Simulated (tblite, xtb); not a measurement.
H₄Ge, triplet, at the geometry of the source list (a higher spin typed on purpose: for a closed-shell molecule this is an excited state). Base run: xtb with GFN1-xTB.

Geometry (Å):
```xyz
5

Ge     0.0007    -0.0052     0.0007
H     -0.6028    -0.8485    -1.0572
H      0.5578    -0.8519     1.0802
H     -1.0398     0.8874     0.5610
H      1.0841     0.8182    -0.5847
```
Charge 0, spin multiplicity 3.
All else is at xtb's defaults.
Base energy -3.54898 Eh.

Programs used: tblite, xtb; a row that names a program was run with it.

Variants of this job, named by their change:

```
change                                                      ΔE vs base (mEh)  dipole (D)  G_solv (kcal/mol)  SCF cycles
----------------------------------------------------------  ----------------  ----------  -----------------  ----------
base                                                                   0.000        0.22                  -          16
acc = 1000                                                             0.170        0.52                  -          10
program = tblite; method = gfn1; option = (--etemp, 2000)            -20.521           -                  -           -
etemp = 10                                                             2.963        0.43                  -         171
alpb = hexane                                                         -2.324        0.22              -1.46          13
etemp = 10000                                                         -128.4        0.00                  -           9
alpb = cs2                                                            -1.039        0.22              -0.65          13
program = tblite; method = gfn1                                        0.000           -                  -           -
program = tblite; method = gfn1; option = --spin-polarized           -17.246           -                  -           -
file = coord                                                           0.000        0.22                  -          16
alpb = ch2cl2                                                         -2.916        0.23              -1.83          13
```

ALPB and GBSA are two models with their own fitted parameters for each solvent, which aren't always the measured dielectric constant.
